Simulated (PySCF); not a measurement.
Effect of structural changes

Computed with TDDFT PBE0/def2-SVPD circular dichroism and optical rotation, one conformer, gas phase (PySCF). Geometry: GFN2-xTB.

Each molecule in one low-energy conformer. The parent is CC[C@@]1(F)O[C@H]1CF.

The molecule is flexible and this is one conformer; a measurement averages over conformers.

Q: How does the specific rotation at 589.3 nm (origin-invariant length gauge) change along this series?
- CC[C@@]1(F)O[C@H]1CF (base)
- CC[C@@]1(F)O[C@@H]1CF (diastereomer)

A: 
| molecule | [α]589 (deg dm⁻¹ (g/mL)⁻¹) | S1 (eV) | R(S1), velocity form (10⁻⁴⁰ esu² cm²) |
| --- | --- | --- | --- |
| CC[C@@]1(F)O[C@H]1CF | -11.8 | 7.96 | -8.1 |
| CC[C@@]1(F)O[C@@H]1CF | -31.2 | 8.10 | -46.0 |

The specific rotation at 589.3 nm (origin-invariant length gauge) is lowest for CC[C@@]1(F)O[C@@H]1CF and highest for CC[C@@]1(F)O[C@H]1CF.
